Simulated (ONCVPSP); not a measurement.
Zr (Z = 40): variants of one ONCV potential

Base potential:

* Element: Zr
* Generator: ONCVPSP 4.0.1
* Type: optimised norm-conserving Vanderbilt (ONCV)
* Functional: LDA (Perdew-Wang 92)
* Relativity: fully relativistic
* Frozen core: [Ar] 3d10
* Valence charge: 12
* Reference configuration: 4s2 4p6 4d2 5s1.5 5p0.5
* Partial waves: 4s+5s: rc 2.10 bohr, ncon 4, nbas 8, qcut 7.3 1/bohr, 2 projectors; 4p+5p: rc 2.55 bohr, ncon 3, nbas 7, qcut 6 1/bohr, 2 projectors; 4d: rc 1.90 bohr, ncon 4, nbas 7, qcut 5.5 1/bohr, 2 projectors, debl 3.4 Ha
* Local potential: polynomial inside 1.75 bohr (lpopt 5, dvloc0 0 Ha)
* Core correction: Teter function fitted to the true core (icmod 2), fcfact 0.25

Open shells are filled in proportion to 2j + 1.

All-electron outer shells of the reference configuration (LDA (PZ), scalar-relativistic, ld1.x):

```
shell  level (eV)  outermost node (bohr)  outermost maximum (bohr)
   3p     -317.88                   0.18                      0.40
   3d     -175.58                      –                      0.35
   4s      -55.15                   0.55                      1.08
   4p      -33.13                   0.56                      1.17
   5s       -4.98                   1.46                      3.08
   4d       -4.28                   0.58                      1.61
   5p       -1.87                   1.69                      4.10
```

Cutoffs, loose and tight: the cutoffs (Ha) at which the residual kinetic energy of the hardest occupied pseudo-wave falls to 1 and 0.1 mHa per electron. They do not see the model core or the augmentation charge, which bear on the density cutoff. Test errors are all-electron minus pseudo excitation energies from the reference, over the configurations 4s2 4p6 4d2 5s2 5p0; 4s2 4p6 4d2 5s1 5p0; 4s2 4p6 4d2 5s0 5p0; 4s2 4p6 4d2 5s0 5p1. A dash means not determined; rows that change the core or the reference have their own tests.

```csv
change,outcome,"cutoff, loose","cutoff, tight",bound ghosts,GHOST(+) flags above zero,largest test error (meV)
base,generated,14 Ha,27 Ha,none,none,-2.7
d: nbas 9,generated,14 Ha,23 Ha,none,none,-2.7
"p: ncon 5, nbas 9",generated,14 Ha,27 Ha,none,none,-2.7
"core correction Teter function fitted to the true core (icmod 2), fcfact 0.72",generated,14 Ha,27 Ha,none,none,-2.7
d: nproj 3,generated,14 Ha,27 Ha,none,none,-2.7
```

(1) What comes out with this change to the base: s: rc 2.96?

(2) What comes out with this change to the base: functional PBE?

Results:

(1) outcome: failed: ERROR pspot: first pseudo wave function has node, program will stop. Cause: the optimised pseudo-wave of the first projector has a node, so the radial equation cannot be inverted for a potential.

(2) outcome: generated; cutoff, loose: 15 Ha; cutoff, tight: 26 Ha; bound ghosts: none; GHOST(+) flags above zero: none; largest test error (meV): -3.1.
